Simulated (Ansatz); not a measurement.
`BN([SiH3])CC` → `B[N]CC`• + `[SiH3]`•  (homolysis of the N–Si bond)

Gas-phase electronic energies from Ansatz, PBE0-D4/def2-TZVP geometries. CCSD(T)/CBS is the MP2 limit (def2-TZVPP, def2-QZVPP) plus CCSD(T) − MP2 in def2-TZVPP, frozen cores. This one scheme is used for every species. Functionals use def2-TZVPP. B3LYP here is the variant with VWN-RPA as its local correlation; programs differ in this. No spin–orbit coupling; open shells (•) take unrestricted orbitals. One conformer a species, not always the lowest.

`BN([SiH3])CC`:

Cartesian coordinates in Å:
```
B 1.745 0.497 0.528
N 0.608 0.103 -0.179
Si 0.602 -1.279 -1.252
C -0.649 0.850 -0.064
C -1.559 0.295 1.014
H 1.693 1.479 1.216
H 2.751 -0.145 0.435
H 0.295 -0.823 -2.635
H 1.925 -1.938 -1.201
H -0.464 -2.239 -0.857
H -0.407 1.894 0.151
H -1.166 0.840 -1.031
H -2.490 0.865 1.062
H -1.811 -0.751 0.823
H -1.071 0.353 1.989
```

`B[N]CC`•:

Cartesian coordinates in Å:
```
B 0.493 1.877 -0.892
N -0.106 0.773 -0.446
C -0.524 -0.540 -0.237
C 0.004 -1.164 1.046
H 0.225 2.957 -0.433
H 1.317 1.777 -1.772
H -1.622 -0.587 -0.264
H -0.194 -1.132 -1.107
H -0.351 -2.193 1.141
H -0.337 -0.600 1.916
H 1.095 -1.169 1.048
```

`[SiH3]`•:

Cartesian coordinates in Å:
```
Si 0.022 -0.126 -0.312
H 1.318 -0.382 0.369
H -1.096 -0.822 0.377
H -0.244 1.331 -0.434
```

(1) What is ΔE at CCSD(T)/CBS? (An estimate is asked.)

(2) What do these levels give: LDA (SPW92), PBE-D4, B3LYP-D4, SCS-MP2/def2-TZVPP, HF/def2-QZVPP, HF/CBS(def2)? (Best estimate.)

Largest T1 diagnostic among the species: 0.021.

Results:

(1) Ansatz gave: +449.5 kJ/mol.

(2) Ansatz gave: LDA (SPW92) 443.9, PBE-D4 395.6, B3LYP-D4 408.9, SCS-MP2/def2-TZVPP 467.8, HF/def2-QZVPP 334.5, HF/CBS(def2) 334.6 kJ/mol.

At CCSD(T), def2-SVP lies −35.4 kJ/mol from the extrapolated value and def2-TZVPP −12.2 kJ/mol: correlation converges slowly with the basis, and small sets miss more of it in the bonded molecule than in its fragments. In def2-TZVPP, CCSD(T) changes the Hartree–Fock value by +103.6 kJ/mol (the triples alone add +7.5 kJ/mol) and MP2 by +140.1 kJ/mol; breaking electron pairs costs correlation energy, which Hartree–Fock lacks. From BLYP to BHLYP (50 % exact exchange), in def2-TZVPP and without D4, ΔE moves by +39.5 kJ/mol.
